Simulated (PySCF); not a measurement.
Species: phenylmethanimine, C₇H₇N.
SMILES with atom numbers: `[H]/[N:1]=[CH:2]\[c:3]1[cH:4][cH:5][cH:6][cH:7][cH:8]1` (hydrogens: H9 on N1; H10 on C2; H11 on C4; H12 on C5; H13 on C6; H14 on C7; H15 on C8)

The same species was optimised twice, with GFN2-xTB and with PBE0-D3(BJ)/def2-SVP (PySCF), and the same property calculations (PySCF, gas phase) were run on both structures.

| coordinate | GFN2-xTB | PBE0-D3(BJ)/def2-SVP | change |
| --- | --- | --- | --- |
| C2–C3 (Å) | 1.468 | 1.480 | +0.012 |
| C7–C8 (Å) | 1.382 | 1.393 | +0.011 |
| C5–C6 (Å) | 1.386 | 1.396 | +0.010 |
| N1=C2 (Å) | 1.259 | 1.269 | +0.010 |
| C4–C5 (Å) | 1.381 | 1.390 | +0.009 |
| C6–C7 (Å) | 1.386 | 1.393 | +0.007 |
| C3–C4 (Å) | 1.395 | 1.402 | +0.007 |
| C3–C8 (Å) | 1.395 | 1.400 | +0.005 |
| N1–C2–C3 (°) | 129.6 | 129.1 | -0.5 |
| C2–C3–C8 (°) | 119.2 | 118.8 | -0.4 |
| C2–C3–C4 (°) | 122.0 | 122.4 | +0.4 |
| C3–C8–C7 (°) | 120.6 | 120.8 | +0.2 |
| C6–C7–C8 (°) | 120.0 | 119.9 | -0.1 |
| C5–C6–C7 (°) | 120.0 | 119.9 | -0.1 |
| C3–C4–C5 (°) | 120.6 | 120.6 | 0.0 |
| C4–C3–C8 (°) | 118.8 | 118.8 | 0.0 |
| N1–C2–C3–C4 (°) | 0 | 0 | 0 |

Rotational constants: A = 5276, B = 1570, C = 1210 MHz (GFN2-xTB) against A = 5213, B = 1552, C = 1196 MHz (PBE0-D3(BJ)/def2-SVP). Point groups within 0.08 Å: Cs and Cs.

On the GFN2-xTB structure: lowest singlet, TDDFT (eV) 4.31 [B3LYP/def2-SVPD]; lowest triplet, Tamm–Dancoff (eV) 3.54 [B3LYP/def2-SVPD]; isotropic polarisability (au) 89.2 [B3LYP/def2-SVPD]; HOMO (eV) -7.21 [B3LYP/def2-SVPD]; LUMO (eV) -1.75 [B3LYP/def2-SVPD]; dipole (D) 2.99 [B3LYP/def2-SVPD]; HOMO (eV) -7.42 [PBE0/pcSseg-1]; LUMO (eV) -1.49 [PBE0/pcSseg-1]; dipole (D) 2.92 [PBE0/pcSseg-1]; GIAO shielding of N1 (ppm) -73.1 [PBE0/pcSseg-1]; GIAO shielding of C2 (ppm) 15.6 [PBE0/pcSseg-1]; GIAO shielding of C3 (ppm) 49.4 [PBE0/pcSseg-1]; GIAO shielding of C4/C8 (mean) (ppm) 54.4 [PBE0/pcSseg-1]; GIAO shielding of C5/C7 (mean) (ppm) 52.3 [PBE0/pcSseg-1]; GIAO shielding of C6 (ppm) 49.9 [PBE0/pcSseg-1].

**Question.** What do these properties become on the PBE0-D3(BJ)/def2-SVP structure?

**Answer.** 
```json
{"property": "lowest singlet, TDDFT (eV)", "level": "B3LYP/def2-SVPD", "on GFN2-xTB": "4.31", "on PBE0-D3(BJ)/def2-SVP": "4.45", "change": "+0.14"}
{"property": "lowest triplet, Tamm–Dancoff (eV)", "level": "B3LYP/def2-SVPD", "on GFN2-xTB": "3.54", "on PBE0-D3(BJ)/def2-SVP": "3.50", "change": "-0.04"}
{"property": "isotropic polarisability (au)", "level": "B3LYP/def2-SVPD", "on GFN2-xTB": "89.2", "on PBE0-D3(BJ)/def2-SVP": "90.5", "change": "+1.3"}
{"property": "HOMO (eV)", "level": "B3LYP/def2-SVPD", "on GFN2-xTB": "-7.21", "on PBE0-D3(BJ)/def2-SVP": "-7.22", "change": "-0.01"}
{"property": "LUMO (eV)", "level": "B3LYP/def2-SVPD", "on GFN2-xTB": "-1.75", "on PBE0-D3(BJ)/def2-SVP": "-1.79", "change": "-0.04"}
{"property": "dipole (D)", "level": "B3LYP/def2-SVPD", "on GFN2-xTB": "2.99", "on PBE0-D3(BJ)/def2-SVP": "3.09", "change": "+0.10"}
{"property": "energy, GFN2-xTB geometry as zero (kcal/mol)", "level": "B3LYP/def2-SVPD", "on GFN2-xTB": "0.0", "on PBE0-D3(BJ)/def2-SVP": "-1.2", "change": "-1.2"}
{"property": "HOMO (eV)", "level": "PBE0/pcSseg-1", "on GFN2-xTB": "-7.42", "on PBE0-D3(BJ)/def2-SVP": "-7.43", "change": "-0.01"}
{"property": "LUMO (eV)", "level": "PBE0/pcSseg-1", "on GFN2-xTB": "-1.49", "on PBE0-D3(BJ)/def2-SVP": "-1.54", "change": "-0.05"}
{"property": "dipole (D)", "level": "PBE0/pcSseg-1", "on GFN2-xTB": "2.92", "on PBE0-D3(BJ)/def2-SVP": "3.02", "change": "+0.10"}
{"property": "energy, GFN2-xTB geometry as zero (kcal/mol)", "level": "PBE0/pcSseg-1", "on GFN2-xTB": "0.0", "on PBE0-D3(BJ)/def2-SVP": "-0.5", "change": "-0.5"}
{"property": "GIAO shielding of N1 (ppm)", "level": "PBE0/pcSseg-1", "on GFN2-xTB": "-73.1", "on PBE0-D3(BJ)/def2-SVP": "-72.3", "change": "+0.8"}
{"property": "GIAO shielding of C2 (ppm)", "level": "PBE0/pcSseg-1", "on GFN2-xTB": "15.6", "on PBE0-D3(BJ)/def2-SVP": "11.3", "change": "-4.3"}
{"property": "GIAO shielding of C3 (ppm)", "level": "PBE0/pcSseg-1", "on GFN2-xTB": "49.4", "on PBE0-D3(BJ)/def2-SVP": "47.1", "change": "-2.3"}
{"property": "GIAO shielding of C4/C8 (mean) (ppm)", "level": "PBE0/pcSseg-1", "on GFN2-xTB": "54.4", "on PBE0-D3(BJ)/def2-SVP": "52.6", "change": "-1.8"}
{"property": "GIAO shielding of C5/C7 (mean) (ppm)", "level": "PBE0/pcSseg-1", "on GFN2-xTB": "52.3", "on PBE0-D3(BJ)/def2-SVP": "49.9", "change": "-2.4"}
{"property": "GIAO shielding of C6 (ppm)", "level": "PBE0/pcSseg-1", "on GFN2-xTB": "49.9", "on PBE0-D3(BJ)/def2-SVP": "47.4", "change": "-2.5"}
```

The heavy atoms differ by 0.013 Å rms after alignment. Among bonds between heavy atoms C2–C3 and C7–C8 change most and about equally (+0.011 to +0.012 Å). Changes are differences of the printed values. Neither structure is proved a minimum here.

Conformer computed: `[H]/[N:1]=[CH:2]\[c:3]1[cH:4][cH:5][cH:6][cH:7][cH:8]1`: N1–C2–C3–C4 0°.
